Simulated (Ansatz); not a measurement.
Program: Ansatz. Geometries: PBE0-D4/def2-TZVP. ΔE: electronic, gas phase. CCSD(T)/CBS adds triple-zeta CCSD(T) − MP2 to the extrapolated MP2 energy (def2 sets, frozen cores). This one scheme is used for every species. Functionals use def2-TZVPP. Open shells (•) are unrestricted, without spin–orbit coupling. Each species was taken in one conformer, which may not be the lowest.

Reaction (hydrogen abstraction from the Si–H bond): `[SiH3]N[SiH2]Cl` + `[OH]`• → `[SiH2]N[SiH2]Cl`• + H₂O

```
  level  ΔE (kJ/mol)
 B2PLYP       -118.2
 revPBE       -133.6
   BLYP       -128.2
r2SCANh       -118.5
```

Q: What does CCSD(T)/CBS give? (An estimate is asked.)

A: Ansatz gave: -122.5 kJ/mol. The listed levels differ from it by 4.3, -11.1, -5.7, 4.0 kJ/mol.

Q: What do rigid-rotor, harmonic-oscillator terms from PBE0-D4/def2-TZVP frequencies (298.15 K, 1 bar) make of the CCSD(T)/CBS value? (An estimate is asked.)

A: The calculation gave: ΔZPE = +8.9 kJ/mol, ΔH = -112.9 kJ/mol, ΔS = 6 J/(mol·K), ΔG = -114.7 kJ/mol. Open shells count their whole term as degenerate. Modes under 50 cm⁻¹ make the entropy rough.

Largest T1 diagnostic among the species: 0.013.

Leaving LDA and LC-ωPBE aside and taking each functional with its dispersion term where it has one, the values, not all of them listed here, spread over 50.4 kJ/mol, from PBE-D4 to BHLYP-D4. LDA lies −36.9 kJ/mol from PBE without D4. From r2SCAN to r2SCAN0 (25 % exact exchange), in def2-TZVPP and without D4, ΔE moves by +11.6 kJ/mol.
